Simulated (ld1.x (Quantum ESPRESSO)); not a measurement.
**Debugging a pseudopotential input (Ni, ld1.x (Quantum ESPRESSO) 7.5)**

Command:

```bash
ld1.x < Ni.in > Ni.out
```

Input:

```
&input
   title='Ni', zed=28., rel=1, dft='PBE', iswitch=3, beta=0.7,
   config='[Ar] 3d8 4s1 4p0',
   nld=3, rlderiv=2.00, eminld=-8.0, emaxld=5.0, deld=0.04
 /
 &inputp
   pseudotype=2, tm=.true., lloc=0,
   nlcc=.true., new_core_ps=.true., rcore=0.50,
   file_pseudopw='Ni.UPF', file_wfcaegen='ae.wfc', file_wfcncgen='nc.wfc', file_beta='beta', file_chi='chi'
 /
3
3P  2  1   6.00   0.00  0.80  0.80  0.0
3D  3  2   8.00   0.00  1.55  1.55  0.0
4S  1  0   1.00   0.00  1.85  1.85  0.0
 &test
   configts(1)='3p6 3d8 4s1 4p0'
 /
```

Output (end):

```

     Etot =   -3040.392224 Ry,   -1520.196112 Ha,  -41366.643568 eV

     Ekin =    3082.650371 Ry,    1541.325185 Ha,   41941.594948 eV
     Encl =   -7279.716441 Ry,   -3639.858221 Ha,  -99045.587924 eV
     Eh   =    1282.736657 Ry,     641.368329 Ha,   17452.521314 eV
     Exc  =    -126.062810 Ry,     -63.031405 Ha,   -1715.171905 eV

     normalization and overlap integrals

     s(1S/1S) =  1.000000  <r> =   0.0541  <r2> =    0.0039  r(max) =   0.0353
     s(2S/2S) =  1.000000  <r> =   0.2449  <r2> =    0.0708  r(max) =   0.2055
     s(2P/2P) =  1.000000  <r> =   0.2153  <r2> =    0.0569  r(max) =   0.1641
     s(3S/3S) =  1.000000  <r> =   0.7404  <r2> =    0.6333  r(max) =   0.6410
     s(3P/3P) =  1.000000  <r> =   0.7789  <r2> =    0.7166  r(max) =   0.6491
     s(3D/3D) =  1.000000  <r> =   0.9910  <r2> =    1.3076  r(max) =   0.6331
     s(4S/4S) =  1.000000  <r> =   2.5428  <r2> =    7.4295  r(max) =   2.1282
     s(4P/4P) =  1.000000  <r> =   3.2859  <r2> =   12.5165  r(max) =   2.6988

     ------------------------ End of All-electron run ------------------------

     --------------------- Generating NC pseudopotential ---------------------

      Generating local pot.: lloc=0, matching radius rcloc =   1.8500

      Computing core charge for nlcc:

       r > 0.51 : true rho core
      Core charge pseudized with two Bessel functions
      Integrated core pseudo-charge :   4.20

      Wfc   3P  rcut= 0.793  Using Troullier-Martins method

      Wfc   3D  rcut= 1.557  Using Troullier-Martins method

     ------------------- End of pseudopotential generation -------------------

     Computing logarithmic derivative in   2.01187

 %%%%%%%%%%%%%%%%%%%%%%%%%%%%%%%%%%%%%%%%%%%%%%%%%%%%%%%%%%%%%%%%%%%%%%%%%%%%%%
     Error in routine run_pseudo (1):
     Errors in PS-KS equation
 %%%%%%%%%%%%%%%%%%%%%%%%%%%%%%%%%%%%%%%%%%%%%%%%%%%%%%%%%%%%%%%%%%%%%%%%%%%%%%

     stopping ...
```

**Question.** This input was made by a single change from one that runs to its end. What was changed?

**Answer.** The change: mixing beta=0.7. The program stops in the test that follows the generation: "run_pseudo: Errors in PS-KS equation".
